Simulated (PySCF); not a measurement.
This PySCF input asks for the NMR shieldings of `InChI=1S/C4H7.Al.2H/c1-3-4-2;;;/h1,4H2,2H3;;;`; the geometry comes from GFN2-xTB.

```python
import basis_set_exchange as bse
import numpy as np
from pyscf import gto, dft
from pyscf.prop import nmr

atoms = """
C     1.495227   -1.246567    0.536161
C     0.556801   -0.393345    0.119020
Al    1.303516    1.444335   -0.052469
C    -0.870457   -0.808215   -0.130117
C    -1.731847    0.434999   -0.316000
H     2.509254   -0.887676    0.694694
H     1.331000   -2.298755    0.730288
H     0.560643    2.735877   -0.491041
H     2.807390    1.596808    0.298820
H    -1.246163   -1.410965    0.702139
H    -0.914902   -1.427290   -1.031373
H    -2.769714    0.181099   -0.520846
H    -1.690864    1.050848    0.584621
H    -1.340561    1.028372   -1.146063
"""
names = dict.fromkeys(["C", "Al", "H"], "pcSseg-1")
basis = {el: gto.basis.parse(bse.get_basis(n, elements=[el], fmt="nwchem")) for el, n in names.items()}
mol = gto.M(atom=atoms, basis=basis, charge=0, verbose=0)
mf = dft.RKS(mol, xc="PBE0")
mf.grids.level = 2
mf.grids.alignment = dft.numint.BLKSIZE   # the property module wants whole blocks of grid points
mf.conv_tol = 1e-9
mf.kernel()

calc = nmr.RKS(mf)   # GIAO
C = mf.mo_coeff
Co = C[:, mf.mo_occ > 0]
resp = mf.gen_response(singlet=True, hermi=2)
def vind(x):   # induced exchange potential for any number of trial vectors
    d = np.einsum("pi,xij,qj->xpq", C, 2 * x.reshape(-1, C.shape[1], Co.shape[1]), Co, optimize=True)
    return np.einsum("xpq,pi,qj->xij", resp(d - d.transpose(0, 2, 1)), C, Co, optimize=True).ravel()
mo1, _ = nmr.rhf.solve_mo1(calc, with_cphf=vind)
sigma = calc.kernel(mo1)
for i, s in enumerate(sigma):   # ppm
    print("%2d %-2s %9.2f" % (i, mol.atom_pure_symbol(i), np.trace(s) / 3))
```

**Question.** What does it print?

**Answer.** 
```
 0 C      38.22
 1 C       6.88
 2 Al    289.23
 3 C     155.05
 4 C     160.87
 5 H      25.09
 6 H      24.84
 7 H      25.99
 8 H      26.54
 9 H      29.38
10 H      29.30
11 H      30.09
12 H      30.43
13 H      29.84
```

These numbers come from an equivalent density-fitted implementation of the same equations, which agrees with the script to about 0.01 ppm for H and up to a few tenths of a ppm for heavy atoms, so last digits may differ.

Size and cost of the density-fitted run: 137 basis functions, 24 s wall time on 1 thread of an Arm Neoverse N1, shared host; peak memory 0.66 GiB.
